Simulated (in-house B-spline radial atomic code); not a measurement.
Pd¹⁷⁺. Computed with a B-spline radial atomic code. Model: all-electron spherical atom, spin shells full or empty, radial basis limit, no spin-orbit coupling: exact exchange with a local potential (Slater, KLI or optimised effective potential, whose far tail is KLI's), no correlation.

Empty minority-spin level lies below the highest occupied level: each spin potential is zero at infinity, spin occupations fixed.

The run also made RPA and GW results, which its time includes.

The Slater potential averages the orbital exchange potentials with the orbital densities as weights, KLI adds orbital constants, and the optimised effective potential minimises the exact-exchange energy among local potentials. So their energies lie above Hartree-Fock in the order OEP, KLI, Slater. All fall off as −1/r, unlike LDA and GGA exchange.

Command:
```bash
python run_gw.py task.json out
```
Settings (lengths in bohr, energies in hartree):
```
Z                      46
electrons              29
configuration          [Ar] 3d10 4s1
hamiltonian            nr
method                 oep
lmax                   9
spin_polarised         True
box_radius             4.58
intervals              67
ion_configuration      [Ar] 3d10
```

Run time, properties included: 5.8 s on 1 thread of Intel(R) Xeon(R) Platinum 8488C (Sapphire Rapids) (shared host).

Given: hamiltonian non-relativistic; mean-field start exchange-only OEP.

Computed: energy above Hartree-Fock 7.2872 millihartree; virial ratio -E/T less 1 -1e-06.

```
radius (bohr)  r times exchange potential up (hartree bohr)  r times exchange potential down (hartree bohr)
      0.00109                                     -0.040843                                       -0.041749
      0.00133                                     -0.049792                                       -0.050898
      0.00162                                     -0.060572                                        -0.06192
      0.00198                                     -0.073893                                       -0.075541
      0.00242                                     -0.090057                                       -0.092072
      0.00295                                      -0.10933                                        -0.11179
      0.00361                                      -0.13298                                          -0.136
       0.0044                                      -0.16069                                        -0.16437
      0.00538                                      -0.19405                                        -0.19855
      0.00657                                             ?                                               ?
      0.00802                                      -0.27734                                        -0.28411
      0.00979                                      -0.32725                                        -0.33556
        0.012                                             ?                                               ?
       0.0146                                      -0.43726                                        -0.44982
       0.0178                                      -0.48988                                        -0.50532
       0.0218                                      -0.53382                                        -0.55288
       0.0266                                      -0.55725                                        -0.58066
       0.0325                                      -0.55005                                        -0.57884
       0.0397                                      -0.51579                                        -0.55107
       0.0484                                      -0.50864                                        -0.55108
       0.0591                                      -0.59767                                        -0.64814
       0.0722                                      -0.74648                                        -0.80783
       0.0882                                      -0.87767                                         -0.9535
        0.108                                      -0.95924                                         -1.0535
        0.132                                      -0.96211                                         -1.0793
        0.161                                      -0.88037                                         -1.0248
        0.196                                      -0.87061                                         -1.0402
         0.24                                       -1.0892                                         -1.2891
        0.293                                       -1.3001                                         -1.5485
        0.357                                       -1.3926                                         -1.7001
        0.436                                       -1.3452                                         -1.7244
        0.533                                       -1.1379                                         -1.6252
        0.651                                      -0.86476                                         -1.4598
        0.794                                      -0.89124                                         -1.2976
         0.97                                       -1.0056                                          -1.173
         1.18                                       -1.0202                                         -1.0605
         1.45                                       -1.0098                                        -0.99665
```

(1) What belongs in the row 0.00657?

(2) What belongs in the row 0.012?

```json
{"occupied": "1s up", "level (hartree)": "-878.07", "Hartree-Fock level (hartree)": "-889.8"}
{"occupied": "1s down", "level (hartree)": "-878.94", "Hartree-Fock level (hartree)": "-889.77"}
{"occupied": "2s up", "level (hartree)": "-139.69", "Hartree-Fock level (hartree)": "-144.1"}
{"occupied": "2s down", "level (hartree)": "-140.56", "Hartree-Fock level (hartree)": "-144.05"}
{"occupied": "2p up", "level (hartree)": "-130.92", "Hartree-Fock level (hartree)": "-134.7"}
{"occupied": "2p down", "level (hartree)": "?", "Hartree-Fock level (hartree)": "?"}
{"occupied": "3s up", "level (hartree)": "-37.9", "Hartree-Fock level (hartree)": "-39.6"}
{"occupied": "3s down", "level (hartree)": "-38.764", "Hartree-Fock level (hartree)": "-39.508"}
{"occupied": "3p up", "level (hartree)": "?", "Hartree-Fock level (hartree)": "?"}
{"occupied": "3p down", "level (hartree)": "-35.248", "Hartree-Fock level (hartree)": "-35.706"}
{"occupied": "3d up", "level (hartree)": "-27.957", "Hartree-Fock level (hartree)": "-28.838"}
{"occupied": "3d down", "level (hartree)": "-28.816", "Hartree-Fock level (hartree)": "-28.815"}
{"occupied": "4s up", "level (hartree)": "-16.405", "Hartree-Fock level (hartree)": "-16.404"}
```

(3) What belongs in the row 2p down?

(4) What belongs in the row 3p up?

```
  empty  level (hartree)
4s down           -16.86
4p down           -15.56
  4p up          -15.128
4d down          -13.342
  4d up          -12.938
4f down          -11.052
  4f up          -10.612
5s down                ?
  5s up                ?
5p down          -8.9241
  5p up          -8.7957
```

(5) What belongs in the row 5s down?

(6) What belongs in the row 5s up?

## Answers

(1) r times exchange potential up (hartree bohr): -0.23284; r times exchange potential down (hartree bohr): -0.23837.

(2) r times exchange potential up (hartree bohr): -0.38247; r times exchange potential down (hartree bohr): -0.39273.

(3) level (hartree): -131.8; Hartree-Fock level (hartree): -134.68.

(4) level (hartree): -34.387; Hartree-Fock level (hartree): -35.746.

(5) level (hartree): -9.5088.

(6) level (hartree): -9.3781.

The highest level, 4s up, differs from Hartree-Fock by -0.023 eV and the deepest, 1s down, by +295 eV: a local potential can match the highest level but can't give each shell its own exchange.
